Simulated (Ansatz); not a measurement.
C₂H₃FOZn, SMILES `[F][Zn][CH]1CO1`, relaxed with RKS PBE-D4/def2-SVP in the Gaussian-basis code of Ansatz from a rough embedded geometry. The force threshold is 0.03 eV/Å; the program also tests the step.

Total charge 0; spin multiplicity 1.

Start:

```xyz
8

F    -2.525   -0.249   -0.066
Zn   -1.212   -1.437    1.222
C    -0.220    0.281    0.386
C     0.896    0.150   -0.689
O     0.483    1.395   -0.172
H     0.259    0.041    1.386
H     1.865   -0.191   -0.364
H     0.455    0.010   -1.703
```

```tsv
step	energy (eV)	largest force (eV/Å)	largest move (Å)
1	-55274.1244	3.934	0.000
2	-55275.3428	3.019	0.193
3	-55276.0762	1.521	0.195
4	-55276.8068	1.658	0.198
5	-55277.3295	1.383	0.195
6	-55277.8438	0.891	0.199
7	-55278.1954	1.312	0.195
8	-55278.4488	0.474	0.191
9	-55278.5593	0.298	0.200
10	-55278.6180	0.670	0.196
11	-55278.6615	0.875	0.162
12 (rejected)	-55278.6500	0.662	0.200
13	-55278.7022	0.145	0.097
14	-55278.7064	0.060	0.059
15	-55278.7076	0.035	0.020
16	-55278.7077	0.013	0.007
```

End:

```xyz
8

F    -3.386   -0.974    0.289
Zn   -1.711   -0.464    0.423
C     0.132    0.116    0.554
C     1.041    0.148   -0.621
O     0.499    1.350   -0.093
H     0.624   -0.024    1.540
H     2.128    0.004   -0.470
H     0.674   -0.155   -1.622
```

Hardware: 4 threads of a server CPU on a shared host. Wall time 18 s, peak host memory 0.2 GiB.
